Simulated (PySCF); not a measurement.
Basis and Hamiltonian dependence of the excitation energy of Mn⁺

Mn⁺ [Ar] 3d5 4s1 (7S) → Mn⁺ [Ar] 3d4 4s1 4p1 (high-spin determinant). All values are computed (PySCF 2.14, energy differences of UHF-based or UKS calculations, no spin-orbit coupling). Values in eV.

| basis | Hamiltonian | functions | UHF | LDA | PBE0 | MP2 (valence) | CCSD(T) (valence) |
| --- | --- | --- | --- | --- | --- | --- | --- |
| aug-cc-pVDZ | non-relativistic | 59 | 9.726 | 11.300 | 10.857 | 10.429 | 10.430 |
| x2c-TZVPPall with one added diffuse shell each of s, p, d, f type | spin-free X2C | 80 | 9.320 | 10.965 | 10.462 | 10.039 | 10.032 |
| aug-cc-pVTZ | non-relativistic | 93 | 9.551 | 11.172 | 10.677 | 10.273 | 10.260 |
| x2c-QZVPPall | spin-free X2C | 103 | 9.279 | 10.937 | 10.438 | 10.026 | n/a |
| aug-cc-pwCVTZ | non-relativistic | 127 | 9.542 | 11.166 | 10.674 | 10.293 | n/a |
| x2c-QZVPPall with one added diffuse shell each of s, p, d, f, g type | spin-free X2C | 128 | 9.279 | 10.935 | 10.436 | 10.024 | n/a |
| aug-cc-pwCVTZ-DK with one added diffuse shell each of s, p, d, f, g type | spin-free X2C | 152 | 9.263 | 10.907 | 10.409 | 10.012 | n/a |

Frozen in the all-electron rows: valence: [Ar].

One determinant mixes LS terms of the configuration, so the numbers do not refer to single terms. Non-relativistic rows lack the scalar-relativistic shift.
